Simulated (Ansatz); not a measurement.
Molecule: CH7Si2, net charge 0, doublet state. It need not be the lowest isomer of its formula. 
Structure (B3LYP-D3(BJ)/def2-TZVP (Ansatz, a program for electronic structure) minimum search):
```xyz
10

C     -1.6848    -0.9066     0.5862
Si    -0.6609     0.5072    -0.1236
Si     1.6254     0.0451    -0.2256
H     -2.7427    -0.6355     0.6099
H     -1.3687    -1.1417     1.6035
H     -1.5756    -1.8070    -0.0202
H     -0.8386     1.7252     0.7069
H     -1.1199     0.8208    -1.5004
H      1.9845    -1.0828    -1.1258
H      2.2679    -0.1717     1.0978
```
Charge 0, spin multiplicity 2.

Dipole moments at this geometry, in debye (magnitudes).

```tsv
level	program	dipole (D)
BLYP/def2-TZVPD	Ansatz	0.96
r2SCAN/def2-TZVPD	Ansatz	0.98
PBE0/def2-TZVPD	Ansatz	0.97
BHLYP/def2-TZVPD	Ansatz	___
CCSD(T)/aug-cc-pV(D+d)Z	Ansatz	___
```

Question: Complete the blanks.

Answer: 
- BHLYP/def2-TZVPD, dipole (D): 0.88
- CCSD(T)/aug-cc-pV(D+d)Z, dipole (D): 0.90
